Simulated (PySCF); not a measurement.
Coordinates in bohr (charge 0 multiplicity 1):
```
Pt    0.0000    0.0000   -0.1013
N     0.0000    0.0000   -3.2104
F     0.0000    0.0000    3.3981
```

Level of theory: PBE0/[Pt def2-TZVP with ECP60, N def2-TZVP, F def2-TZVP], scalar-relativistic core potentials, density fitting, no spin–orbit coupling, PySCF.

This geometry of FPtN is a stationary point at this level.

(1) What is the point group?

(2) Is it a minimum?

(3) Which band is strongest in the infrared?

(4) What are the dipole moment and the gap between the highest occupied and lowest empty levels?

(5) Give the ideal-gas entropy at 298.15 K and 1 bar by parts.

Answers

(1) C∞v.

(2) Yes: all harmonic wavenumbers are real.

(3) 687 cm⁻¹ (σ+), 112 km/mol.

(4) 1.20 D and 3.72 eV.

(5) translation 176.6, rotation 67.7, vibration 24.7, spin 0.0; total 268.9 J/(mol K).

This need not be the most stable arrangement of these atoms. Spin–orbit coupling, left out here, can matter for elements this heavy.
